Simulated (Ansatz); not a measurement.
`C[N](C)[In]([Cl])[Cl]` + F• → `[CH2][N](C)[In]([Cl])[Cl]`• + H–F at 400 K and 1 bar (hydrogen abstraction from a C–H bond).

Calculated with Ansatz (gas phase, PBE0-D4/def2-TZVP geometries, no zero-point term in ΔE). CBS: MP2 limit from def2 TZ/QZ plus the TZ coupled-cluster correction, frozen cores. This one scheme is used for every species, atoms too. Open shells (•) are unrestricted, without spin–orbit coupling. Spin–orbit coupling would lower the free atoms: a little for F. def2 core potentials past Kr. For In outer-core shells are correlated without core-valence functions, so the limit isn't a true one: a few kJ/mol of doubt a bond, and 10 to 20 or more in all where bonds break to atoms. Each species was taken in one conformer, which may not be the lowest.

| species | CCSD(T)/CBS energy (Eh) | H − E (kJ/mol) | S (J/(mol·K)) |
| --- | --- | --- | --- |
| `C[N](C)[In]([Cl])[Cl]` | -1243.88764 | 261.5 | 463.7 |
| F• | -99.66871 | 8.3 | 166.6 |
| `[CH2][N](C)[In]([Cl])[Cl]`• | -1243.26860 | 231.4 | 465.3 |
| H–F | -100.39570 | 36.5 | 182.2 |

H − E and S are ideal-gas, rigid-rotor, harmonic terms from PBE0-D4/def2-TZVP, for one conformer and one mirror image of each species, with the whole ground term of open shells counted as degenerate. 1 Eh = 2625.50 kJ/mol, R = 8.31446 J/(mol·K).

Question: By hand: ΔE, ΔH, ΔS and ΔG.

Answer: ΔE = (-1243.26860) + (-100.39570) − (-1243.88764) − (-99.66871) = -0.10795 Eh = -283.4 kJ/mol. Δ(H − E) = 231.4 + 36.5 − 261.5 − 8.3 = -1.9, so ΔH = -285.3 kJ/mol. ΔS = 465.3 + 182.2 − 463.7 − 166.6 = 17.2 J/(mol·K). ΔG = -285.3 − 400 × (17.2)/1000 = -292.2 kJ/mol.

Question: By hand: the equilibrium constant, and the temperature at which ΔG would vanish if ΔH and ΔS stayed fixed.

Answer: log₁₀ K = −ΔG/(RT ln 10) = 38.2. ΔH and −TΔS have one sign here, so there is no such temperature.

ΔH outweighs TΔS. A doubt of 5 kJ/mol in ΔE shifts log₁₀ K by 0.7 here. Other conformers and mirror images would add mixing entropy, several J/(mol·K) or more a flexible species. Modes under 60 cm⁻¹, often nearly free rotors, make the harmonic entropy too high. These are equilibria of isolated gas molecules and say nothing of rates. Largest T1 diagnostic: 0.015 (customary marks: 0.02 for closed shells, 0.045 for open ones).
